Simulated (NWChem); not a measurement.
System meant: CH5AsGa cation; SMILES [CH3][Ga+][AsH2]

Here is an NWChem input.

```
start job
memory heap 200 mb stack 900 mb global 1100 mb
charge 1
geometry units angstroms noautosym nocenter noautoz
  Ga     0.000323    -0.942341    -0.002336
  C      0.002960    -2.896674     0.030855
  H      0.730135    -3.260778    -0.702226
  H     -1.000263    -3.253837    -0.224328
  H      0.278895    -3.230097     1.036765
  As     0.003582     1.479959     0.066321
  H     -1.157206     1.402007    -0.940335
  H      1.043876     1.402209    -1.064446
end
basis spherical
  * library def2-svp
end
dft
  xc xtpss03 ctpss03
  iterations 150
end
property
  shielding
end
task dft property
```

End of the output:

```
 Vector   40  Occ=0.000000D+00  E=-2.573285D-01
              MO Center=  2.0D-02, -3.9D-01,  3.5D-01, r^2= 4.8D+00
   Bfn.  Coefficient  Atom+Function         Bfn.  Coefficient  Atom+Function
  ----- ------------  ---------------      ----- ------------  ---------------
     4      0.558566  1 Ga s                 77      0.515700  6 As py
     5      0.511080  1 Ga s                 35     -0.372873  2 C  s
    74      0.332455  6 As py                17      0.293357  1 Ga pz
    37     -0.279468  2 C  py                40     -0.260026  2 C  py
    14      0.255896  1 Ga pz                 3     -0.237710  1 Ga s

 center of mass
 --------------
 x =   0.00259311 y =   0.04903236 z =   0.03839357

 moments of inertia (a.u.)
 ------------------
        1305.898536671575          -0.287375198693           0.028529110400
          -0.287375198693          28.609846302200         -11.368477538201
           0.028529110400         -11.368477538201        1306.375678780709

     Multipole analysis of the density
     ---------------------------------

     L   x y z        total         alpha         beta         nuclear
     -   - - -        -----         -----         ----         -------
     0   0 0 0      1.000000    -37.000000    -37.000000     75.000000

     1   1 0 0     -0.009622     -0.043944     -0.043944      0.078265
     1   0 1 0     -1.352131      3.759560      3.759560     -8.871251
     1   0 0 1     -0.179286     -0.473954     -0.473954      0.768621

     2   2 0 0    -26.292130    -20.360843    -20.360843     14.429555
     2   1 1 0     -0.055559      0.100051      0.100051     -0.255661
     2   1 0 1     -0.055174     -0.002931     -0.002931     -0.049311
     2   0 2 0    -16.847266   -340.063356   -340.063356    663.279446
     2   0 1 1     -0.980357      0.168766      0.168766     -1.317889
     2   0 0 2    -27.275262    -20.398785    -20.398785     13.522307

          -----------------------------------------
          Chemical Shielding Tensors (GIAO, in ppm)
          -----------------------------------------

 ------------------------------------------------------------------------
  xtpss03: d2 not coded                    0
 ------------------------------------------------------------------------
 ------------------------------------------------------------------------
  current input line :
    24: task dft property
 ------------------------------------------------------------------------
 ------------------------------------------------------------------------
 This error has not yet been assigned to a category
 ------------------------------------------------------------------------
 For more information see the NWChem manual at https://nwchemgit.github.io

0: xtpss03: d2 not coded:Received an Error in Communication
```

Question: Find the fault in this run and fix the input.

Answer: The run crashed. Cause: this functional's second derivatives, which shieldings need, aren't coded here; the fix takes a hybrid GGA instead. This input runs:
```
start job
memory heap 200 mb stack 900 mb global 1100 mb
charge 1
geometry units angstroms noautosym nocenter noautoz
  Ga     0.000323    -0.942341    -0.002336
  C      0.002960    -2.896674     0.030855
  H      0.730135    -3.260778    -0.702226
  H     -1.000263    -3.253837    -0.224328
  H      0.278895    -3.230097     1.036765
  As     0.003582     1.479959     0.066321
  H     -1.157206     1.402007    -0.940335
  H      1.043876     1.402209    -1.064446
end
basis spherical
  * library def2-svp
end
dft
  xc pbe0
  iterations 150
end
property
  shielding
end
task dft property
```
It converges to -4200.46595 Ha (PBE0/def2-SVP, GIAO).
